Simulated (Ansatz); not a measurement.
`C[NH][GaH][CH3]` + H₂S → `C[NH][GaH][SH]` + CH₄ at 298.15 K and 1 bar (ligand exchange at a Ga–C bond).

Computed with Ansatz on PBE0-D4/def2-TZVP structures; ΔE is electronic, products minus reactants. CCSD(T)/CBS is the MP2 limit (def2-TZVPP, def2-QZVPP) plus CCSD(T) − MP2 in def2-TZVPP, frozen cores. This one scheme is used for every species. For Ga outer-core shells are correlated without core-valence functions, which leaves a few kJ/mol of doubt a bond. Scalar relativity is left out up to krypton. Each species was taken in one conformer, which may not be the lowest.

```json
{"species": "`C[NH][GaH][CH3]`", "CCSD(T)/CBS energy (Eh)": "-2059.57505", "H − E (kJ/mol)": "275.6", "S (J/(mol·K))": "360.6"}
{"species": "H₂S", "CCSD(T)/CBS energy (Eh)": "-398.97279", "H − E (kJ/mol)": "49.9", "S (J/(mol·K))": "205.7"}
{"species": "`C[NH][GaH][SH]`", "CCSD(T)/CBS energy (Eh)": "-2418.12579", "H − E (kJ/mol)": "206.2", "S (J/(mol·K))": "352.1"}
{"species": "CH₄", "CCSD(T)/CBS energy (Eh)": "-40.46206", "H − E (kJ/mol)": "127.4", "S (J/(mol·K))": "186.2"}
```

H − E and S are ideal-gas, rigid-rotor, harmonic terms from PBE0-D4/def2-TZVP, for one conformer and one mirror image of each species. 1 Eh = 2625.50 kJ/mol, R = 8.31446 J/(mol·K).

Q: By hand: ΔE, ΔH, ΔS and ΔG.

A: ΔE = (-2418.12579) + (-40.46206) − (-2059.57505) − (-398.97279) = -0.04001 Eh = -105.0 kJ/mol. Δ(H − E) = 206.2 + 127.4 − 275.6 − 49.9 = 8.1, so ΔH = -96.9 kJ/mol. ΔS = 352.1 + 186.2 − 360.6 − 205.7 = -28.0 J/(mol·K). ΔG = -96.9 − 298.15 × (-28.0)/1000 = -88.6 kJ/mol.

Q: By hand: the equilibrium constant, and the temperature at which ΔG would vanish if ΔH and ΔS stayed fixed.

A: log₁₀ K = −ΔG/(RT ln 10) = 15.5. ΔG = 0 at ΔH/ΔS = 3461 K, far beyond where these terms or the molecules hold.

ΔH outweighs TΔS. A doubt of 5 kJ/mol in ΔE shifts log₁₀ K by 0.9 here. Other conformers and mirror images would add mixing entropy, several J/(mol·K) or more a flexible species. Modes under 60 cm⁻¹, often nearly free rotors, make the harmonic entropy too high. These are equilibria of isolated gas molecules and say nothing of rates. Largest T1 diagnostic: 0.013 (customary marks: 0.02 for closed shells, 0.045 for open ones).
